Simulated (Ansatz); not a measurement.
Molecule: dibromosilane, sum formula SiH2Br2 (charge 0, singlet). 
Structure (B3LYP-D3(BJ)/def2-TZVP (Ansatz, a program for electronic structure) minimum search):
SMILES: Br[SiH2]Br
```xyz
5

Si     0.0001    -1.0070     0.0278
Br    -1.8283     0.2549     0.0509
Br     1.8283     0.2520    -0.0649
H      0.0389    -1.7887     1.2729
H     -0.0386    -1.8561    -1.1724
```

Total electronic energies in hartree. Valence correlation only, unless marked. No spin-orbit coupling. Frozen are the shells of the preceding noble gas and the d and f shells that filled before the atom's block. No relativistic terms. CBS(X,Y): correlation extrapolated as X^-3; Hartree-Fock from the larger set. [CCSD(T)-MP2]/basis is that difference in the basis named.

| level | program | energy (Eh) |
|---|---|---|
| HF/def2-SVPD | Ansatz | -5434.30857 |
| RI-HF/def2-QZVPP | Ansatz | -5435.14648 |
| PBE/def2-TZVPD | Ansatz | -5438.17866 |
| MP2/def2-SVP | Ansatz | -5434.63495 |
| MP2/def2-QZVPPD | Ansatz | -5435.63604 |
| CCSD/def2-SVPD | Ansatz | -5434.69639 |
| CCSD(T)/def2-SVP | Ansatz | -5434.68018 |
| RI-MP2/CBS(def2-TZVPP,def2-QZVPP)+[CCSD(T)-MP2]/def2-QZVPP | Ansatz | -5435.7302 |
| CCSD(T)/CBS(def2-TZVPPD,def2-QZVPPD) | Ansatz | -5435.7304 |

Totals of different functionals don't rank their quality; only differences between species are comparable.
